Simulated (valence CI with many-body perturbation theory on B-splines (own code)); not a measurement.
# Tl⁶⁶⁺: electric-dipole lines

Method: relativistic CI+MBPT: five valence electrons over a frozen Dirac-Fock core [Ne], a basis of 9 s, 9 p, 8 d, 6 f, 3 g, 1 h functions for each j, with the one-electron correlation potential Σ1 (screened to all orders), the two-electron term Σ2, the three-electron term Σ3, Breit, model QED; selected single and double excitations, second order for the rest (own B-spline code, finite nucleus).

No measured spectrum was set against this ion. As an estimate, large intervals hold to a few tenths of a per cent, small ones and those within an open d or f shell to about a per cent. Among the levels kept, up to 620 cm⁻¹ of a level comes from second order outside the variational space, and about a tenth of that is noise between levels of different J, which matters for small intervals.

Lines 201 to 215 of 215 in falling wavelength, among levels below 1249.2 eV, chosen from the strongest by gf and those to the six lowest levels. Wavelengths and rates use the calculated energies. Electric multipoles are in the length gauge, E1 and E2 with the static RPA response of the core. Weak lines are less certain than strong ones. Lines between different terms over intervals too small for the method are left out, as are lines whose strength nearly cancels. The highest levels of a list are the least certain.

Levels are named by their leading jj configuration (3d3/2^4 stands for four electrons in 3d with j = 3/2), which in mixed levels can hold well under half, so a name can repeat and another be missing. Letters in brackets count levels of one name in rising energy.

| λ vac (Å) | Upper | Lower | A (s⁻¹) | log gf | Branch % |
| --- | --- | --- | --- | --- | --- |
| 14.44 | (3s^2 3p1/2 3d3/2^2) J=3/2 | (3s^2 3p1/2^2 3d3/2) J=3/2 | 1.30e+13 | 0.21 | 99.7 |
| 14.16 | (3s 3p1/2^2 3p3/2 3d5/2) J=5/2 [a] | (3s^2 3p1/2^2 3d3/2) J=3/2 | 3.28e+08 | -4.23 | 0.0 |
| 13.96 | (3s 3p1/2^2 3p3/2 3d5/2) J=3/2 [a] | (3s^2 3p1/2^2 3d3/2) J=3/2 | 5.11e+11 | -1.22 | 46.7 |
| 13.58 | (3s 3p1/2^2 3p3/2 3d5/2) J=1/2 | (3s^2 3p1/2^2 3d3/2) J=3/2 | 1.23e+10 | -3.17 | 2.2 |
| 13.51 | (3s 3p1/2^2 3p3/2 3d5/2) J=5/2 [b] | (3s^2 3p1/2^2 3d3/2) J=3/2 | 1.07e+08 | -4.76 | 0.0 |
| 13.47 | (3s 3p1/2^2 3p3/2 3d5/2) J=3/2 [b] | (3s^2 3p1/2^2 3d3/2) J=3/2 | 1.13e+10 | -2.91 | 0.5 |
| 13.36 | (3s^2 3p1/2 3p3/2 3d5/2) J=3/2 [a] | (3s^2 3p1/2^2 3p3/2) J=3/2 | 4.44e+10 | -2.32 | 12.8 |
| 13.30 | (3s^2 3p1/2 3p3/2 3d5/2) J=5/2 [a] | (3s^2 3p1/2^2 3p3/2) J=3/2 | 1.86e+10 | -2.53 | 6.6 |
| 13.25 | (3s^2 3p1/2 3d3/2 3d5/2) J=5/2 [a] | (3s^2 3p1/2^2 3d3/2) J=3/2 | 4.84e+08 | -4.12 | 0.1 |
| 13.15 | (3s^2 3p1/2 3d3/2 3d5/2) J=3/2 | (3s^2 3p1/2^2 3d3/2) J=3/2 | 5.22e+10 | -2.27 | 7.3 |
| 13.11 | (3s^2 3p1/2 3d3/2 3d5/2) J=1/2 | (3s^2 3p1/2^2 3d3/2) J=3/2 | 6.30e+06 | -6.49 | 0.0 |
| 13.02 | (3s^2 3p1/2 3p3/2 3d5/2) J=5/2 [b] | (3s^2 3p1/2^2 3p3/2) J=3/2 | 4.88e+08 | -4.13 | 0.0 |
| 12.85 | (3s^2 3p1/2 3p3/2 3d5/2) J=3/2 [b] | (3s^2 3p1/2^2 3p3/2) J=3/2 | 5.12e+10 | -2.30 | 9.2 |
| 12.80 | (3s^2 3p1/2 3p3/2 3d5/2) J=1/2 | (3s^2 3p1/2^2 3p3/2) J=3/2 | 7.99e+10 | -2.41 | 10.4 |
| 12.59 | (3s^2 3p1/2 3d3/2 3d5/2) J=5/2 [b] | (3s^2 3p1/2^2 3d3/2) J=3/2 | 2.87e+09 | -3.39 | 0.0 |
